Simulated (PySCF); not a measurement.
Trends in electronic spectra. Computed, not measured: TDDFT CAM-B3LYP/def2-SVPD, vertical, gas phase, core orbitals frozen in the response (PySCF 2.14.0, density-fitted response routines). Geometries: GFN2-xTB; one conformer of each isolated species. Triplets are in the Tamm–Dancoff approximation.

Question: Rank by computed lowest singlet excitation energy, lowest first.
A. `CN1[SiH2]NC[Si@H]1C`
B. `C=C(C)[SiH2]N[SiH2]N`
C. `N([SiH2]NC)[SiH2]C=C`
D. `C/C=N\[SiH2]N(C)[SiH3]`
E. `N(/[SiH2]P)=C/CN`
F. `CN1[SiH2]CNC[SiH2]1`

Answer: E (4.01 eV), D (4.28 eV), F (5.18 eV), A (5.76 eV), C (6.07 eV), B (6.56 eV).

```csv
SMILES,S1 (eV),LUMO (eV),first f ≥ 0.01 (nm),gap (eV),T1 (eV),α (au),S1 mainly
NC/C=N\[SiH2]P,4.01,0.09,215,8.39,3.50,95.4,H→L (88%)
C/C=N\[SiH2]N(C)[SiH3],4.28,0.61,193,8.63,3.74,104.2,H-1→L (57%)
CN1[SiH2]CNC[SiH2]1,5.18,1.02,212,8.29,4.94,100.0,H→L (83%)
CN1[SiH2]NC[Si@H]1C,5.76,1.16,192,8.99,5.48,97.6,H→L (41%)
C=C[SiH2]N[SiH2]NC,6.07,0.73,192,8.95,4.33,102.9,H→L+2 (66%)
C=C(C)[SiH2]N[SiH2]N,6.56,0.99,184,9.69,4.29,103.0,H-2→L+1 (36%)
```

H and L stand for HOMO and LUMO.

Mean S1 by what the SMILES shows (count): single bonds only 5.47 eV (2); a double or triple bond but no aromatic ring 5.23 eV (4).

Without π bonds the low states are Rydberg-like; a valence basis with one diffuse set may place them up to an eV too high.
